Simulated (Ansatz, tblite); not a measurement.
Forces on MoSeBr₄ at its r2SCAN-D4/def2-SVP geometry. Charge 0, multiplicity 1.

In the def2 sets Mo takes a core potential; there is no spin–orbit coupling. The xTB rows come from tblite. The restricted singlet is unstable towards broken spin symmetry in Hartree–Fock (as tested in another run); at r2SCAN-D4/def2-TZVP this wasn't settled.

GFN1-xTB (tblite), largest force 1.22 eV/Å:

```xyz
6
positions Å, forces eV/Å
Mo   -0.011    0.027    0.008    0.250   -0.617   -0.192
Se   -0.809    1.998    0.621   -0.439    1.083    0.337
Br   -1.981   -1.182   -0.834   -0.446   -0.269   -0.189
Br   -0.211   -1.355    2.033   -0.047   -0.309    0.459
Br    2.391    0.169    0.520    0.541    0.036    0.116
Br    0.621    0.343   -2.348    0.141    0.075   -0.530
```

GFN2-xTB (tblite), largest force 1.11 eV/Å:

```
Mo 0.401 -0.990 -0.307
Se -0.380 0.939 0.292
Br -0.013 0.011 0.001
Br -0.007 0.009 0.012
Br 0.003 0.016 0.006
Br -0.004 0.016 -0.004
```

r2SCAN-D4/def2-TZVP (Ansatz), largest force 0.16 eV/Å:

```
Mo -0.047 0.115 0.036
Se 0.058 -0.144 -0.045
Br 0.085 0.034 0.029
Br 0.013 0.041 -0.085
Br -0.090 -0.019 -0.025
Br -0.020 -0.027 0.090
```
